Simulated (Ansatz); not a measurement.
The cluster AlSe3, relaxed as a doublet with UKS PBE-D4/def2-SVP in Ansatz, starting from the GFN1-xTB geometry. Force threshold 0.02 eV/Å.

The gap within one spin of the charge 0 doublet nearly closes, so an electron or hole may be smeared out by delocalisation error. The structure comes from a short search, and lower isomers may exist.

Start:

```xyz
4

Al   -0.816   -0.400    0.281
Se    0.923    0.359   -0.982
Se    2.497    1.567    0.077
Se   -2.603   -1.525    0.624
```

Problem. Estimate the energy that the relaxation releases and the steps that it takes.

Solution. 87.5 kJ/mol, in 12 steps; 27 s on 2 threads of AMD EPYC 7R13 on a shared host. No frequencies were taken in this run, so the end may be a saddle point.

Problem. Does the start keep its bonding and symmetry?

Solution. Bonds formed: Al1–Se3 (atoms count from 1). The end is the same structure that another start reached, the lowest one found.

Problem. Predict the relaxed structure.

Solution. 
| atom | x (Å) | y (Å) | z (Å) |
| --- | --- | --- | --- |
| Al1 | -0.357 | -0.274 | 0.174 |
| Se2 | 1.043 | 0.339 | -1.653 |
| Se3 | 1.547 | 1.101 | 0.574 |
| Se4 | -2.232 | -1.166 | 0.905 |
Bond lengths: 3 × Al–Se 2.20 to 2.38 Å; 1 × Se–Se 2.41 Å.
